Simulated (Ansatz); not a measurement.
# CBr2F2 (dibromodifluoromethane): a line through the functionals

CBr2F2 has 5 atoms, charge 0, and is taken as a singlet. As SMILES, `FC(F)(Br)Br`. Geometry: relaxed at PBE0-D4/def2-TZVP.

The HOMO–LUMO gap y, in eV, basis cc-pVDZ; a is the functional's share of exact exchange. Programs: Ansatz 0.2.0.

| functional | program | a | y (eV) |
| --- | --- | --- | --- |
| PBE | Ansatz | 0 | 4.65 |
| revPBE | Ansatz | 0 | 4.68 |
| B3LYP | Ansatz | 0.2 | ? |
| PBE0 | Ansatz | 0.25 | 6.95 |
| r2SCAN0 | Ansatz | 0.25 | 7.21 |
| BHLYP | Ansatz | 0.5 | 9.20 |

Problem. Fit y = c + s·a to the known rows and predict B3LYP.

Solution. 
1. Means of the 5 rows: a = 0.2000, y = 6.538.
2. Σ(Δa)² = 0.175, Σ(Δa·Δy) = 1.602, so the slope is 1.602/0.175 = 9.1543.
3. Intercept: 6.538 − (9.1543) × 0.2000 = 4.707. The largest residual of the fit is 0.21.
4. B3LYP: 4.707 + (9.1543) × 0.2 = 6.54 eV.

The run gave 6.42 eV, so the prediction is off by +0.12 eV, within the scatter of the fit. Exact exchange lowers occupied levels and raises empty ones. The rows mix families of semi-local functionals, which the line can't see.
